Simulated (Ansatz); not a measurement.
A structure relaxed at PBE0-D4/def2-TZVP, charge 0, multiplicity 2:

```xyz
9

C    -0.0667   -1.3842   -0.3591
O     0.1803   -0.0427   -0.7278
Si    0.1896    1.2314    0.2647
O     1.0279    2.4750   -0.4225
Cl   -1.6366    2.1242    0.4698
H     0.2593   -1.5914    0.6659
H    -1.1332   -1.6078   -0.4433
H     0.4858   -2.0317   -1.0406
H     0.6937    0.8272    1.5929
```

**Question.** Give its formula and SMILES.

**Answer.** CH4ClO2Si, `CO[SiH]([O])Cl`.

**Question.** Summarise the bond lengths by kind.

**Answer.** 1 × C–O 1.413 Å; 3 × C–H 1.090 to 1.095 Å; 2 × O–Si 1.615 to 1.650 Å; 1 × Cl–Si 2.043 Å; 1 × H–Si 1.477 Å.

Computed with Ansatz.
